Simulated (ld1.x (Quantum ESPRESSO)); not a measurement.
## indium (In), PAW: configuration errors across variants

| Item | Value |
| --- | --- |
| Element | In (Z = 49) |
| Generator | ld1.x (Quantum ESPRESSO) 7.5 |
| Type | PAW |
| Functional | PBE |
| Relativity | scalar-relativistic |
| Frozen core | [Kr] |
| Valence charge | 13 |
| Reference configuration | 4d10 5s2 5p1 |
| Partial waves | 5s (bound): rcut 1.95, rcutus 2.20 bohr; 5s channel at 0.35 Ry: rcut 1.95, rcutus 2.20 bohr; 5p (bound): rcut 1.95, rcutus 2.30 bohr; 5p channel at 0.35 Ry: rcut 1.95, rcutus 2.30 bohr; 4d (bound): rcut 1.25, rcutus 1.70 bohr; 4d channel at -0.3 Ry: rcut 1.25, rcutus 1.70 bohr |
| Local potential | all-electron potential smoothed inside 1.35 bohr (lloc = -2) |
| Core correction | Bessel-smoothed model core inside 1.55 bohr |
| Augmentation charge | BG, radius 1.20 bohr |

All-electron excitation energies from the reference (eV): (1) 4d10 5s2 5p0 5.363; (2) 4d10 5s1 5p0 24.598; (3) 4d10 5s0 5p0 52.918; (4) 4d9 5s0 5p0 109.307; (5) 4d10 5s1 5p2 5.841; (6) 4d10 5s2 5p1.3 -0.532; (7) 4d10 5s0 5p3 11.947.

Tests that are not counted but printed errors over 1 eV. “all radii but the core radius scaled by about 1.30 (s 2.86, p 2.98, d 2.20 bohr, rcut 2.54/2.54/1.62); local potential all-electron potential smoothed inside 1.76 bohr (lloc = -2); augmentation BG, radius 1.56 bohr”: 4d9 5s0 5p0 (solver errors, printed error -882 eV). “waves 4d (bound): rcut 1.25, rcutus 2.14 bohr; 4d channel at -0.3 Ry: rcut 1.25, rcutus 2.14 bohr”: 4d9 5s0 5p0 (solver errors, printed error -882 eV).

4 further variants failed, have other tests or another functional or relativity, and are left out.

A true bound ghost makes a file unfit for plane-wave use even where its test errors are small: the radial tests pick states by their node count and pass the ghost by.

Errors AE − PS in meV (a dash: test not solved or not reliable):

```csv
change,(1),(2),(3),(4),(5),(6),(7),bound ghosts
base,-1.4,+8.6,-8.7,-243,+5.1,0.0,+0.7,none
local potential all-electron potential smoothed inside 1.60 bohr (lloc = -1),-1.4,-7.6,+0.9,-243,-1.9,0.0,+3.9,s
"all radii but the core radius scaled by about 1.30 (s 2.86, p 2.98, d 2.20 bohr, rcut 2.54/2.54/1.62); local potential all-electron potential smoothed inside 1.76 bohr (lloc = -2); augmentation BG, radius 1.56 bohr",-1.4,+55,+9.1,–,+28,0.0,+10,none
"waves 4d (bound): rcut 1.25, rcutus 2.14 bohr; 4d channel at -0.3 Ry: rcut 1.25, rcutus 2.14 bohr",-1.4,+4.3,-9.8,–,+3.5,0.0,+0.1,none
"wave 4d channel at -0.3 Ry: rcut 1.25, rcutus 1.70 bohr becomes 4d channel at -0.89 Ry: rcut 1.25, rcutus 1.70 bohr",-1.4,+8.2,-13,-236,+5.0,0.0,-0.4,none
local potential all-electron potential smoothed inside 1.24 bohr (lloc = -2),-1.4,-9.3,-0.7,-244,-2.7,0.0,+3.7,s
```

Task: Give the same row for: waves 5p (bound): rcut 1.95, rcutus 2.22 bohr; 5p channel at 0.35 Ry: rcut 1.95, rcutus 2.22 bohr.

Result: -1.4, +7.8, -9.1, -243, +5.8, 0.0, +1.5; bound ghosts: none.
